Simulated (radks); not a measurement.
Excited configurations of neutral platinum: one electron is placed in a higher orbital outside [Xe] 4f14 5d9. The ground configuration is [Xe] 4f14 5d9 6s1. All-electron calculation, scalar-relativistic Kohn-Sham, SCAN, spin-polarised, spherical densities, finite nucleus; open shells are filled with parallel spins first (spin-orbit coupling, left out, can overturn this in heavy ions); meta-GGA in the generalised Kohn-Sham scheme; Fermi nuclear charge, rms radius 5.427 fm. Program: a radial shooting solver on a logarithmic mesh with Libxc functionals. Excitation = E - E(ground); binding = E(ion) - E, where the ion is the core of charge +1; n* = 1/sqrt(2 binding) in atomic units, and the quantum defect is n - n*.

outer orbital,excitation (eV),binding (eV),n*,quantum defect,eigenvalue (eV),<r> (bohr)
5f,8.895,0.892,3.905,1.095,-0.423,17.88
6p,5.606,4.181,1.804,4.196,-2.093,4.448
6d,8.269,1.518,2.994,3.006,-0.703,10.68
6f,9.179,0.608,4.730,1.270,-0.350,30.51
7p,8.007,1.780,2.765,4.235,-1.057,11.28
7d,8.862,0.925,3.836,3.164,-0.526,20.45
7f,9.351,0.436,5.587,1.413,-0.270,46.01

The Delta-SCF ionisation energy is 9.787 eV (NIST Atomic Spectra Database: 8.959 eV, measured). Self-interaction in the functional shifts the binding energies and quantum defects, so they are the method's values and not measured ones. Open shells are spherical and high-spin; term and fine-structure splittings are not resolved. Spin-orbit splitting is averaged out at the scalar-relativistic level.
